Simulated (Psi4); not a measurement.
ClIn, triplet, geometry from GFN2-xTB (such geometries of metal compounds can be far from the true shape) (the spin is typed, not shown lowest) (all electrons, no relativity); B3LYP/STO-3G (Psi4 1.11).

The Psi4 input:
```
memory 2 GB

molecule {
0 3
  In   -0.00000000   -0.00000000   -0.63631162
  Cl    0.00000000    0.00000000    1.83407468
}

set basis sto-3g
set reference uks
set scf_type cd

energy('b3lyp')
print_variables()
```

Task: Predict the main parts of the log of this Psi4 run.

Result: 
```
   => Loading Basis Set <=

    Name: STO-3G
    Role: ORBITAL
    Keyword: BASIS

         ---------------------------------------------------------
                                   SCF
               by Justin Turney, Rob Parrish, Andy Simmonett
                          and Daniel G. A. Smith
                              UKS Reference
         ---------------------------------------------------------

  ==> Geometry <==

    Molecular point group: c2v
    Full point group: C_inf_v

    Geometry (in Angstrom), charge = 0, multiplicity = 3:

       Center              X                  Y                   Z               Mass
    ------------   -----------------  -----------------  -----------------  -----------------
         IN           0.000000000000     0.000000000000    -0.576399547482   114.903878776000
         CL           0.000000000000     0.000000000000     1.893986752518    34.968852682000

  Running in c2v symmetry.

  Rotational constants: A = ************  B =      0.10303  C =      0.10303 [cm^-1]
  Rotational constants: A = ************  B =   3088.83001  C =   3088.83001 [MHz]
  Nuclear repulsion =  178.435500750676113

  Charge       = 0
  Multiplicity = 3
  Electrons    = 66
  Nalpha       = 34
  Nbeta        = 32

  ==> Algorithm <==

  SCF Algorithm Type is CD.
  DIIS enabled.
  MOM disabled.
  Fractional occupation disabled.
  Guess Type is SAD.
  Energy threshold   = 1.00e-06
  Density threshold  = 1.00e-06
  Integral threshold = 1.00e-12

  ==> Primary Basis <==

  Basis Set: STO-3G
    Blend: STO-3G
    Number of shells: 16
    Number of basis functions: 36
    Number of Cartesian functions: 38
    Spherical Harmonics?: true
    Max angular momentum: 2

  ==> DFT Potential <==

   => LibXC <=

    Version 7.1.2
    S. Lehtola, C. Steigemann, M. J. T. Oliveira, and M. A. L. Marques,  SoftwareX 7, 1–5 (2018) (10.1016/j.softx.2017.11.002)

   => Composite Functional: B3LYP <=

    B3LYP Hyb-GGA Exchange-Correlation Functional

    P. J. Stephens, F. J. Devlin, C. F. Chabalowski, and M. J. Frisch,  J. Phys. Chem. 98, 11623 (1994) (10.1021/j100096a001)

    Deriv               =              1
    GGA                 =           TRUE
    Meta                =          FALSE

    Exchange Hybrid     =           TRUE
    MP2 Hybrid          =          FALSE

   => Exchange Functionals <=

    0.0800   Slater exchange
    0.7200         Becke 88

   => Exact (HF) Exchange <=

    0.2000               HF

[...]

   @Spin Contamination Metric:   8.933345735E-04
   @S^2 Expected:                2.000000000E+00
   @S^2 Observed:                2.000893335E+00
   @S   Expected:                1.000000000E+00
   @S   Observed:                1.000000000E+00

    Orbital Energies [Eh]
    ---------------------

    Alpha Occupied:

[...]
       8B2    -0.017517

    Alpha Virtual:

[...]
    Beta Occupied:

[...]
    Beta Virtual:

[...]
      18A1     0.206958

    Final Occupation by Irrep:
             A1    A2    B1    B2
    DOCC [    16,    2,    7,    7 ]
    SOCC [     1,    0,    0,    1 ]
    NA   [    17,    2,    7,    8 ]
    NB   [    16,    2,    7,    7 ]

  @UKS Final Energy: -6139.94931876658029

   => Energetics <=

    Nuclear Repulsion Energy =            178.4355007506761126
    One-Electron Energy =               -8857.8792568529606797
    Two-Electron Energy =                2687.9255091720283417
    DFT Exchange-Correlation Energy =    -148.4310718363239232
    Empirical Dispersion Energy =           0.0000000000000000
    VV10 Nonlocal Energy =                  0.0000000000000000
    Total Energy =                      -6139.9493187665802907

  UHF NO Occupations:
  HONO-2 :    7 B1 1.9996678
  HONO-1 :   17 A1 1.0000000
  HONO-0 :    8 B2 1.0000000
  LUNO+0 :    8 B1 0.0003322
  LUNO+1 :   18 A1 0.0001145

Computation Completed

Properties will be evaluated at   0.000000,   0.000000,   0.000000 [a0]

Properties computed using the SCF density matrix

 Multipole Moments:

 ------------------------------------------------------------------------------------
     Multipole            Electronic (a.u.)      Nuclear  (a.u.)        Total (a.u.)
 ------------------------------------------------------------------------------------

 L = 1.  Multiply by 2.5417464519 to convert [e a0] to [Debye]
 Dipole X            :          0.0000000            0.0000000            0.0000000
 Dipole Y            :          0.0000000            0.0000000            0.0000000
 Dipole Z            :         -9.1526377            7.4723493           -1.6802884
 Magnitude           :                                                    1.6802884

 ------------------------------------------------------------------------------------

  Variable Map:
  ----------------------------------------------------------------------------
[...]
  Array Variable Map:
  ----------------------------------------------------------------------------
[...]
[...]
```
